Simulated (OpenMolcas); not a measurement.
# Br VI: effect of the active space

| Quantity | Value |
| --- | --- |
| Program | OpenMolcas 26.06 |
| Method | SS-CASPT2 or its RAS form, IPEA 0.25 Eh, imaginary shift 0.1 Eh |
| Basis | ANO-RCC-VQZP |
| Scalar Hamiltonian | DKH2, point nucleus |
| Spin-orbit coupling | state interaction with AMFI integrals over the reference wave functions, term energies averaged over their components |

A. 2 electrons in 4 orbitals (4s 4p); 2S+1 = 3 even, 3 roots; 2S+1 = 1 even, 7 roots; 2S+1 = 3 odd, 3 roots; 2S+1 = 1 odd, 3 roots; closed shells correlated: 3d; CASPT2 step roughly 3 core-seconds
B. 2 electrons in 8 orbitals (4s 4p 5s 5p); 2S+1 = 3 even, 3 roots; 2S+1 = 1 even, 7 roots; 2S+1 = 3 odd, 3 roots; 2S+1 = 1 odd, 3 roots; closed shells correlated: 3d; CASPT2 step roughly 6 core-seconds
C. 2 electrons in 9 orbitals (RAS2 4s 4p; RAS3 4d, at most 2 electrons); 2S+1 = 3 even, 3 roots; 2S+1 = 1 even, 7 roots; 2S+1 = 3 odd, 3 roots; 2S+1 = 1 odd, 3 roots; closed shells correlated: 3d; CASPT2 step roughly 8 core-seconds

Energies in cm-1 above 4s2 1S0, the measured ground level; measured values from Moore, Atomic Energy Levels, vol. II, NSRDS-NBS 35 (1971 reprint of NBS Circular 467, 1952).

```csv
Level,A,B,C,Measured
4s2 1S0,0.0,0.0,0.0,0.0
4s 4p 3P* 0,101498,101548,101469,104316
4s 4p 3P* 1,103420,103469,103381,106431
4s 4p 3P* 2,107732,107781,107686,111336
4s 4p 1P* 1,153118,152971,152256,151274
4p2 3P0,242545,242564,242436,244136
4p2 3P1,245326,245313,245197,247406
```

Deviations, from unrounded energies. A percentage is the sum of absolute deviations over the sum of measured energies, with the sign that they share, or ± where signs differ.

```csv
Against measurement,Levels,A,B,C
mean absolute deviation (cm-1),6,2500,2400,2400
other configurations (%),6,±1.5,±1.5,±1.5
```

A, B, C lie about equally close to measurement. The largest miss of C in the table is 4s 4p 3P* 2, by -3700 cm-1. The ranking rests on the paired levels alone, and a cruder setting can come out closer through cancelling errors.

Among A to C the level of the table that moves most is 4s 4p 1P* 1, by 860 cm-1 (lowest in C, highest in A).

Over all roots computed the reference weight is 0.94 to 0.99 in A, 0.92 to 0.99 in B; the roots of lowest weight are the least certain, and an intruder state may touch them. The ¹D term of p² mixes with s d, which this space lacks (holds for A; B). Active for correlation alone: 5p 5s; no level in the range computed is led by a configuration that fills them, so any true level of that kind is missing (holds for B). Active for correlation alone: 4d; no level in the range computed is led by a configuration that fills it, so any true level of that kind is missing (holds for C). Some terms mix strongly with configurations of 4d, whose occupation reaches 0.18 (4p2 1D) (holds for C). Measured partners are found by configuration, term and J. A level has none where our copy of the source lacks it or the pairing is in doubt (some pairs that miss far off the trend of their configuration count as doubtful), and it then counts in no deviation. Levels of configurations outside the active space are missing. Levels that lie high or do not pair safely by name in every column are left out.

* marks odd parity.
